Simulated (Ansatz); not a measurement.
CH2NO (SMILES N[C]=O) moved off its minimum; all values from Ansatz (a first-principles code), cores frozen in correlated methods. Open shells are unrestricted.
(charge 0, multiplicity 2)
```xyz
5

N     -1.10596     0.02408     0.00514
C      0.22491    -0.40304     0.03215
O      1.23765     0.26784    -0.03856
H     -1.27326     1.06522     0.03618
H     -1.83872    -0.60119     0.03014
```

Task: Give the forces (eV/Å), the total energy and the dipole at CCSD(T)/cc-pVTZ.

Result: 
```tsv
atom	Fx	Fy	Fz
N1	3.359	2.790	0.038
C2	-0.377	1.379	-0.312
O3	-1.612	-0.998	0.227
H4	0.100	-1.824	-0.101
H5	-1.470	-1.349	0.148
```
Energy -168.9780 hartree, dipole 3.38 D.
